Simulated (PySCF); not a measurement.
## A search over the determinants of NbB

Unrestricted PBE0; basis Nb def2-TZVPP with ECP28, B def2-TZVPP; scalar-relativistic core potentials; PySCF 2.14. Outer shells of the fragments: Nb 4d4 5s1; B 2s2 2p1.

Followed along the bond (rough minima from three points):

```csv
2Ms+1,unpaired,⟨S²⟩ at the start,R at minimum (Å),Te (eV)
7,"σ ↑↑, π ↑↑, δ ↑↑",12.00,2.10,0.00
5,"σ ↑↑, π ↑, δ ↑",6.25,1.98,0.25
5,"σ ↑↑, π ↑, δ ↑",6.27,1.99,0.30
5,"π ↑↑, δ ↑↑",7.00,2.07,0.59
5,"σ ↑, π ↑↑, δ ↑",6.12,2.09,0.78
5,"σ ↑↑, π ↑↓, δ ↑↑",7.02,2.11,0.85
```

Solutions found at the starting distance of 2.175 Å, counted from the lowest of them; the search is not exhaustive and high or unbound solutions are not listed, so other states can lie among these:

| 2Ms+1 | unpaired | term | E (eV) | ⟨S²⟩ | ⟨Lz²⟩ | μ (D) |
| --- | --- | --- | --- | --- | --- | --- |
| 7 | σ ↑↑, π ↑↑, δ ↑↑ | ⁷Σ⁺ | 0.00 | 12.00 | 0.00 | -2.85 |
| 5 | σ ↑↑, π ↑, δ ↑ | mixed | 0.46 | 6.25 | 4.74 | -3.41 |
| 5 | σ ↑↑, π ↑, δ ↑ | mixed | 0.50 | 6.27 | 5.03 | -3.25 |
| 5 | π ↑↑, δ ↑↑ | mixed | 0.64 | 7.00 | 0.00 | -3.23 |
| 5 | σ ↑, π ↑↑, δ ↑ | ⁵Δ | 0.77 | 6.12 | 4.00 | -3.37 |
| 5 | σ ↑↑, π ↑↓, δ ↑↑ | mixed | 0.84 | 7.02 | 2.01 | -2.97 |

A term symbol is given only where ⟨S²⟩ and ⟨Lz²⟩ are close to those of a pure state; real π, δ and φ orbitals otherwise mix terms. A positive dipole means Nb(−)B(+).

**Question.** Compare the gap between the two lowest followed solutions at the starting distance with the gap between their minima.

**Answer.** At PBE0 the second solution (quintet, unpaired electrons σ ↑↑, π ↑, δ ↑) lies +0.46 eV from the first (septet, unpaired electrons σ ↑↑, π ↑↑, δ ↑↑) at 2.175 Å and +0.25 eV at the minima; the two curves relax by different amounts, since their minima lie near 1.98 and 2.10 Å.

Spin–orbit coupling is left out. With d or f electrons several states lie close, and the lowest PBE0 determinant need not be the measured ground state.
